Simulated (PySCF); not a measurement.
C4H9FNSi2 (doublet state).
Numbering: `[F:1][SiH2:2][N:3]([CH2:4][SiH2:5])[CH:6]1[CH:7]=[CH:8]1` (hydrogens: H9, H10 on Si2; H11, H12 on C4; H13, H14 on Si5; H15 on C6; H16 on C7; H17 on C8)

Geometry (GFN2-xTB, Å), atoms numbered from 1 in this order:
```
atom  x, y, z in Å
F1     1.1806    2.6331    0.5473
Si2   -0.2783    2.0989    0.1324
N3    -0.0780    0.4499   -0.2642
C4    -1.1652   -0.3260   -0.8277
Si5   -1.9902   -1.5908    0.3448
C6     0.9878   -0.3645    0.2471
C7     2.4061    0.0096   -0.0128
C8     1.9537   -0.9924   -0.7096
H9    -0.6696    2.8434   -1.0562
H10   -1.1009    2.3877    1.3060
H11   -0.7768   -0.8685   -1.7019
H12   -1.9209    0.3686   -1.1967
H13   -1.2050   -2.8032    0.5581
H14   -3.3396   -1.9010   -0.1160
H15    0.7181   -0.8933    1.1657
H16    3.1744    0.6986    0.2347
H17    2.0969   -1.7381   -1.4526
```

The hyperfine couplings belong to this conformer and change with its torsions.

Theory: UKS B3LYP, pcH-1 on C F H N Si, non-relativistic, mean-field spin-orbit, GIAO in PySCF 2.14.0. The structure is a single GFN2-xTB conformer in the gas phase; no vibrational or solvent corrections. Couplings are sensitive to structure, and on GFN2-xTB geometries they can be far from those on DFT ones, by a factor of two or more for some ions and for spin on atoms past the first row. Stability of the SCF solution: not tested.

**Question.** Predict the first-order ENDOR lines of H13/H14, H15 and H9/H10 under fast tumbling at B = 336.3 mT (X band).

**Answer.** ν± = |νn ± a/2|, one line for each electron-spin manifold; νn = |g_N| × 7.62259 MHz/T × B.

```csv
nuclei,isotope,g_N,νn (MHz),a_iso (MHz),lower line (MHz),upper line (MHz)
H13/H14,1H,5.5857,14.32,26.43,1.10,27.53
H15,1H,5.5857,14.32,2.46,13.09,15.55
H9/H10,1H,5.5857,14.32,1.83,13.40,15.23
```

**Question.** Which pairs are centred on the nuclear Larmor frequency, and which on half the coupling?

**Answer.** Centred on νn, since |a| < 2νn: H13/H14, H15 and H9/H10. No pair has |a| > 2νn.

Couplings of abundant isotopes left out: H11/H12 (28.5 MHz) and N3 (2.5 MHz).

Means are taken over nuclei equivalent by connectivity, which assumes that they swap fast. The 1H value of +26.4 MHz is a mean of couplings from 20.9 to 31.9 MHz in this one geometry, not an average over conformers.

The largest Mulliken spin population is on Si5 (+0.99). The angles at Si5 add up to 335.8°, so it is pyramidal.

Time: 98 s (with the writing of density and orbital grids); peak memory 1.1 GiB. Hardware: one thread of an INTEL XEON PLATINUM 8581C at 2.10 GHz, no GPU (shared host).
